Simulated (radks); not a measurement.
All-electron atom: Tm3+ in [Xe] 4f12. All-electron calculation, Dirac Kohn-Sham, PBE, spin-unpolarised, spherical densities, point nucleus; open shells are shared between the two j in proportion to 2j + 1. Program: a radial shooting solver on a logarithmic mesh with Libxc functionals.

Unscreened Slater integrals over Kohn-Sham orbitals (eV). Large and small components are both included. Empty in this configuration: 5d3/2.

F0(4f7/2,4f7/2): 33.693
F2(4f7/2,4f7/2): 15.787
F4(4f7/2,4f7/2): 9.8607
F6(4f7/2,4f7/2): 7.0816
F0(4f7/2,4f5/2): 33.971
F2(4f7/2,4f5/2): 15.931
F4(4f7/2,4f5/2): 9.9535
G2(4f7/2,4f5/2): 15.886
G4(4f7/2,4f5/2): 9.9264
G6(4f7/2,4f5/2): 7.1301
F0(4f7/2,5p3/2): 20.523
F2(4f7/2,5p3/2): 6.8195
G2(4f7/2,5p3/2): 3.4693
G4(4f7/2,5p3/2): 2.6816
F0(4f7/2,5p1/2): 21.736
G4(4f7/2,5p1/2): 3.1524
F0(4f7/2,5d3/2): 15.354
F2(4f7/2,5d3/2): 3.7960
G3(4f7/2,5d3/2): 1.4784
G5(4f7/2,5d3/2): 1.1154
F0(4f5/2,4f5/2): 34.255
F2(4f5/2,4f5/2): 16.081
F4(4f5/2,4f5/2): 10.050
F0(4f5/2,5p3/2): 20.587
F2(4f5/2,5p3/2): 6.7540
G2(4f5/2,5p3/2): 3.3681
G4(4f5/2,5p3/2): 2.6153
F0(4f5/2,5p1/2): 21.811
G2(4f5/2,5p1/2): 4.0281
F0(4f5/2,5d3/2): 15.383
F2(4f5/2,5d3/2): 3.7376
G1(4f5/2,5d3/2): 1.7938
G3(4f5/2,5d3/2): 1.4279
F0(5p3/2,5p3/2): 17.001
F2(5p3/2,5p3/2): 9.1706
F0(5p3/2,5p1/2): 17.574
G2(5p3/2,5p1/2): 9.3440
F0(5p3/2,5d3/2): 13.834
F2(5p3/2,5d3/2): 6.7608
G1(5p3/2,5d3/2): 8.0715
G3(5p3/2,5d3/2): 4.9652
F0(5p1/2,5p1/2): 18.231
F0(5p1/2,5d3/2): 14.105
G1(5p1/2,5d3/2): 7.4942
F0(5d3/2,5d3/2): 12.037
F2(5d3/2,5d3/2): 6.2919
